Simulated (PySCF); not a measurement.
## Mayer bond orders and bond lengths

Compound: C₇H₁₁ClO₃.
Atom-mapped SMILES: `[CH3:1][O:2][C@:3]1([CH2:4][Cl:5])[CH2:6][C:7](=[O:8])[CH2:9][CH2:10][O:11]1` (hydrogens: H12, H13, H14 on C1; H15, H16 on C4; H17, H18 on C6; H19, H20 on C9; H21, H22 on C10)

Geometry (GFN2-xTB, Å), atoms numbered from 1 in this order:
```
atom  x, y, z in Å
C1    -2.1157    0.2074    1.2564
O2    -0.9881   -0.5313    0.8198
C3    -0.4282   -0.1621   -0.4068
C4    -1.4406   -0.1352   -1.5668
Cl5   -2.2570   -1.6960   -1.7288
C6     0.6879   -1.1950   -0.6768
C7     1.8424   -0.9855    0.2778
O8     2.3232   -1.8595    0.9462
C9     2.3102    0.4518    0.3053
C10    1.0963    1.3423    0.5928
O11    0.0799    1.1552   -0.3742
H12   -1.9793    1.2785    1.0832
H13   -2.1958    0.0145    2.3246
H14   -3.0284   -0.1347    0.7603
H15   -2.1952    0.6294   -1.3884
H16   -0.9204    0.0809   -2.4982
H17    1.0490   -1.0628   -1.6977
H18    0.2824   -2.1988   -0.5548
H19    2.7219    0.7125   -0.6718
H20    3.0742    0.5879    1.0699
H21    1.3592    2.3998    0.5311
H22    0.7117    1.1200    1.5959
```

Bond orders from the PBE0/pcSseg-1 density (PySCF). One conformer (not necessarily the lowest) at the GFN2-xTB geometry, without solvent, vibrations or thermal averaging.

Question: How far do the computed orders between heavy atoms stray from the drawn ones?

Answer: The largest departure is 0.102, at C10–O11 (drawn single, 0.898).

Question: Give the Mayer order of every bond between heavy atoms, beside its length.

Answer: 
```json
{"bond": "C1–O2", "drawn as": "single", "length (Å)": "1.417", "Mayer order": "0.902"}
{"bond": "O2–C3", "drawn as": "single", "length (Å)": "1.398", "Mayer order": "0.963"}
{"bond": "C3–C4", "drawn as": "single", "length (Å)": "1.540", "Mayer order": "0.978"}
{"bond": "C4–Cl5", "drawn as": "single", "length (Å)": "1.769", "Mayer order": "1.013"}
{"bond": "C3–C6", "drawn as": "single", "length (Å)": "1.544", "Mayer order": "0.952"}
{"bond": "C6–C7", "drawn as": "single", "length (Å)": "1.513", "Mayer order": "0.975"}
{"bond": "C7–O8", "drawn as": "double", "length (Å)": "1.201", "Mayer order": "2.055"}
{"bond": "C7–C9", "drawn as": "single", "length (Å)": "1.512", "Mayer order": "0.988"}
{"bond": "C9–C10", "drawn as": "single", "length (Å)": "1.533", "Mayer order": "1.029"}
{"bond": "C10–O11", "drawn as": "single", "length (Å)": "1.415", "Mayer order": "0.898"}
{"bond": "O11–C3", "drawn as": "single", "length (Å)": "1.412", "Mayer order": "0.936"}
```

By pair of heavy elements: C–O: lowest C10–O11 (0.898, 1.415 Å), highest C7–O8 (2.055, 1.201 Å). C–C: lowest C3–C6 (0.952, 1.544 Å), highest C9–C10 (1.029, 1.533 Å); in 2 of the 10 pairs the longer bond (by over 0.003 Å) has the higher order (by 0.02 or more).

Question: And the bonds to hydrogen?

Answer: C–H: 0.92 to 0.97 (11 bonds).

Question: Sum the orders of all bonds at each heavy atom with more than one neighbour and set the sums beside the valence in the SMILES.

Answer: C1 3.785 (drawn 4), O2 1.865 (drawn 2), C3 3.829 (drawn 4), C4 3.852 (drawn 4), C6 3.771 (drawn 4), C7 4.018 (drawn 4), C9 3.873 (drawn 4), C10 3.818 (drawn 4), O11 1.834 (drawn 2). Orders between atoms that aren't bonded are not in these sums.

For a closed shell the Mayer order of atoms A and B is Σ (PS)μν (PS)νμ over the basis functions μ on A and ν on B, with P the density and S the overlap matrix.
